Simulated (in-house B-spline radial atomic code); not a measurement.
**OLYP excitations of Mg**

Method: OLYP. Computed with an all-electron radial atomic-structure program (B-spline basis): linear response of the closed shell [Ne] 3s2 with the functional's adiabatic kernel; scalar-relativistic (spin-free one-electron X2C), finite nucleus, no spin-orbit coupling, no double excitations, S, P, D and F terms only.

Command:
```bash
python run_td.py task.json out
```
Settings (radii: box in bohr, nucleus in fm):
```
Z                        12
electrons                12
configuration            [Ne] 3s2
hamiltonian              x2c
method                   optx,lyp
box_radius               75
rms_radius               3.057
intervals                78
```

Time taken, with all properties: 0.6 s on 1 thread of Arm Neoverse N1, with other jobs on the host.

The lowest states, in the order of their Tamm-Dancoff energies; the method's threshold (minus the highest occupied level) is 4.494 eV. Labels give the largest channel, * marks a mixed state, and oscillator strengths are full-response dipole values. Measured ¹D terms are left out, since they can mix with doubly excited terms. Semilocal kernels can invert the small singlet-triplet splittings of Rydberg terms. Energies in eV:

```tsv
state	full response	Tamm-Dancoff	oscillator strength	measured (J-weighted term)
3s → 3p 3P	?	?	-	?
3s → 3p 1P	?	?	?	?
3s → 4s 3S	4.215	4.223	-	5.108
3s → 4s 1S	4.332	4.345	-	5.394
```

Where does 3s → 3p 1P lie?

At 3.967 eV in full response, 4.079 eV in Tamm-Dancoff, oscillator strength 1.33; measured 4.346 eV.

Where does 3s → 3p 3P lie?

At 2.271 eV in full response, 2.495 eV in Tamm-Dancoff; measured 2.714 eV.

How large is the singlet-triplet splitting of 3s → 3p (P terms) in Tamm-Dancoff?

1.58 eV, from the unrounded values.

What polarisabilities and dispersion coefficient does the method give?

Dipole 78.12 bohr³, quadrupole 1034 bohr⁵, C6 712.7 hartree·bohr⁶ for two such species. Recommended dipole value: 71.2 ± 0.4 bohr³ (Schwerdtfeger and Nagle, table of static dipole polarizabilities (2023 update)), which includes relativity and correlation.
